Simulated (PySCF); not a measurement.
# One molecule, several mistakes: H7Si3 cation

All numbers below are calculated, not measured. They come from PySCF 2.14.0, an open-source quantum chemistry program, on an isolated molecule that a program drew, which may never have been made. The molecule is H7Si3 cation (charge +1, singlet), drawn as the SMILES string `[SiH2+][SiH2][SiH3]`.

Each row is a Hartree-Fock (HF) and frozen-core CCSD(T) single point in the cc-pV(D+d)Z basis, meant for a local HF minimum. Run 1 is clean. Each other run has one planted mistake out of seven kinds, and not every kind appears here: one electron removed, one electron added, multiplicity raised by two, geometry at a saddle point, minimal basis STO-3G, one bond length entered in bohr, all coordinates scaled. The reference is restricted for singlets and unrestricted otherwise, and also for a bond in bohr. Adding or removing an electron swaps singlet and doublet. Electrons count all cores. HOMO and LUMO are orbital energies over both spins, the gradient is its largest component, and the lowest frequency (negative if imaginary) is given only where the gradient is small. Bond lengths are over the 9 bonds as drawn. T1 is the CCSD diagnostic: over 0.02 (restricted) or 0.045 (unrestricted) a single reference is doubtful.

Geometry of the clean run:
```xyz
10
H7Si3 cation, angstrom
Si    0.5047   -0.0158    0.5070
Si   -1.2611    1.1313   -0.6228
Si   -2.4193    2.4997    0.9705
H     1.8634    0.5207    0.6739
H     0.3532   -1.3242    1.1602
H    -2.0368    0.0034   -1.1736
H    -0.5150    1.8634   -1.6642
H    -2.9429    1.5953    2.0103
H    -1.4301    3.4436    1.5219
H    -3.4843    3.1697    0.2066
```

| run | electrons | basis functions | <S^2> | HOMO (eV) | LUMO (eV) | gradient (hartree/bohr) | lowest frequency (cm^-1) | mean bond (Å) | longest bond (Å) | T1 | HF (hartree) | CCSD(T) (hartree) | mistake |
|---|---|---|---|---|---|---|---|---|---|---|---|---|---|
| 1 | 48 | 104 | 0.000 | -15.50 | -5.71 | 1.8e-05 | 74 | 1.6778 | 2.398 | 0.0168 | -870.58338 | -870.94139 | no fault |
| 2 | 48 | 34 | 0.000 | -13.59 | -2.05 | 2.1e-02 | - | 1.6778 | 2.398 | 0.0088 | -860.69429 | -860.86026 | minimal basis STO-3G |
| 3 | 47 | 104 | 0.765 | -22.11 | -13.20 | 6.0e-02 | - | 1.6778 | 2.398 | 0.0172 | -870.05757 | -870.38924 | one electron removed |
| 4 | 48 | 104 | 0.962 | -11.94 | -6.00 | 1.4e-02 | - | 1.9149 | 4.532 | 0.0519 | -870.49446 | -870.83478 | one bond length entered in bohr |
| 5 | 48 | 104 | 2.044 | -13.31 | -8.03 | 3.4e-02 | - | 1.6778 | 2.398 | 0.0195 | -870.48737 | -870.83824 | ? |
| 6 | 49 | 104 | 0.770 | -7.48 | 1.63 | 2.0e-02 | - | 1.6778 | 2.398 | 0.0139 | -870.82526 | -871.19758 | ? |

**Which mistake was planted in run 5, and what did it cost?**

Electrons, basis and geometry are unchanged, and <S^2> is 2.044, beside S(S+1) = 2.00 for a multiplicity of 3. So the mistake is: multiplicity raised by two. Subtracting run 1 and multiplying by 627.51 kcal/mol a hartree, the energy moved by 60.2 kcal/mol in HF and 64.7 kcal/mol in CCSD(T).

**Which mistake was planted in run 6, and what did it cost?**

It counts 49 electrons, one more than the clean run, at the same geometry and basis. So the mistake is: one electron added. Subtracting run 1 and multiplying by 627.51 kcal/mol a hartree, the energy moved by -151.8 kcal/mol in HF and -160.8 kcal/mol in CCSD(T).

Cautions from the logs. Run 4: T1 is over the limit, so its CCSD(T) energy is less reliable.
